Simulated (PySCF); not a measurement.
Be(Et) (C2H5Be), SMILES [CH2]([Be+])C, charge +1.

Coordinates come from a B3LYP-D3(BJ)/def2-TZVP optimisation. The spin state was assumed, not searched. The isomer is the one that the SMILES or the coordinates give; other isomers of the formula were not compared.

Two levels are set side by side: PBE/def2-TZVPD (PySCF) and PBE0/def2-TZVPD (PySCF). Same geometry, gas phase. Differences are taken from unrounded values.

```csv
quantity,PBE
orbital gap (eV),2.25
highest occupied level (eV),-12.72
lowest empty level (eV),-10.47
mean polarisability (bohr³),48.3
```

### Question
These are the PBE values. What does PBE0 give? (Estimate from the structure and the level; the computed values follow.)

### Answer

```
quantity                       PBE0  PBE minus PBE0
---------------------------  ------  --------------
orbital gap (eV)               4.21           -1.96
highest occupied level (eV)  -13.84            1.12
lowest empty level (eV)       -9.64           -0.84
mean polarisability (bohr³)    44.7             3.6
```

PBE's occupied levels lie high since its potential decays too fast outside the molecule; exact exchange lowers them and widens the gap. Loosely held outer electrons make PBE densities more polarisable. Differences between two approximate levels are no errors against the true value.

Rough cost on one machine, each run with all the roots and properties that it gave: PBE0 against PBE within a factor of 2.
